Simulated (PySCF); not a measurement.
Identify the compound

An unknown has the formula C5H4F6O2. Its calculated NMR data are:

$^{1}$H NMR (400 MHz, computed): δ 3.77 (s, 3H), 3.62 (sept, J = 7.3 Hz, 1H).

$^{13}$C{$^{1}$H} NMR (computed): δ 173.6 (C, sept, J = 2.1 Hz), 133.0 (C, m), 61.9 (CH, sept, J = 31.4 Hz), 55.6 (CH3).

Theory: coordinates at the PBE0-D3(BJ)/def2-SVP level, NMR shieldings at CAM-B3LYP/pcSseg-2/GIAO, J couplings at B3LYP/pcJ-1 (spin–dipole term only in couplings to heteroatoms), in PySCF (no relativistic terms, a single conformation, averaged over atoms made equivalent by symmetry, fast rotation or ring inversion, no solvent model).

References, each an isolated molecule treated in the same way: $^{1}$H (σref 31.34), $^{13}$C (σref 182.55) against TMS.

**Question.** Deduce the structure.

**Answer.** 
The formula gives 1 degree of unsaturation (no ring in the answer). 4 carbon signals for 5 carbons: some carbons are equivalent by symmetry or fast rotation. Carbon types of the structure: 3 × C, 1 × CH, 1 × CH3, which accounts for all hydrogens. δC 173.6: ester carbonyl carbon; lone-pair donation from the attached heteroatom keeps it upfield of a ketone carbonyl. δC 133.0: CF3 carbon; 3 electronegative neighbours deshield it. δC 61.9: sp3 CH α to a carbonyl. δC 55.6: methyl carbon bonded to O; deshielded by the electronegative neighbour. δH 3.77: hydrogen on a methyl carbon bonded to O; its carbon carries O, hence the downfield position. δH 3.62: hydrogen on an sp3 CH α to a carbonyl.

The compound is MeOCOCH(CF3)2 (SMILES COC(=O)C(C(F)(F)F)C(F)(F)F).

The data come from this structure; uniqueness wasn't tested.

C–F couplings over four or more bonds (about 3 Hz to the para carbon of a fluoroarene) are left out. Common functionals overestimate the size of one-bond C–F couplings by tens of Hz; these are unscaled. Multiplet labels drop couplings under 1 Hz and merge nearly equal ones. Shifts are as computed, not scaled to solution data. Of 1313 compounds with measured shifts, 239 miss one by over three times the rms of a fit or turn the order of signals round; such compounds aren't used in these exercises.
